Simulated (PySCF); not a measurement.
## ZrS₂⁻: from structure and modes to constants

Computed with UPBE0 in PySCF with Zr def2-SVPD with ECP28, S def2-SVPD; scalar-relativistic core potentials, no spin–orbit coupling; density-fitted integrals.

The doublet minimum has C2v symmetry. Masses (u): Zr 89.90470, S 31.97207.

```xyz
3
charge -1 multiplicity 2, angstrom
Zr    0.0000   -0.4892    0.0000
S     0.0000    0.6869    1.9351
S     0.0000    0.6869   -1.9351
```

Harmonic wavenumbers (cm⁻¹): 127.7 (a1, ×1), 480.8 (a1, ×1), 483.0 (b2, ×1).

**Question.** What is the harmonic zero-point energy?

**Answer.** Half the sum of all 3 wavenumbers, 1091/2 = 546 cm⁻¹, which is 6.5 kJ/mol (1 cm⁻¹ = 0.0119627 kJ/mol).

**Question.** Give the standard entropy (298.15 K, 1 bar) by its translational, rotational, vibrational and spin parts, and Cp.

**Answer.** Sackur–Tetrode with M = 153.85 u gives 171.7; rotation with symmetry number 2 gives 105.5; vibration 18.4; spin R ln 2 = 5.8. The total is 301.3 J/(mol K), and Cp = 4 R + 18.9 = 52.1 J/(mol K).

Only a few start shapes were tried, so a lower isomer may exist. Other spin states or occupations of the open shell can lie lower. The lowest empty level of this anion is unbound, so it and the gap depend on the basis.
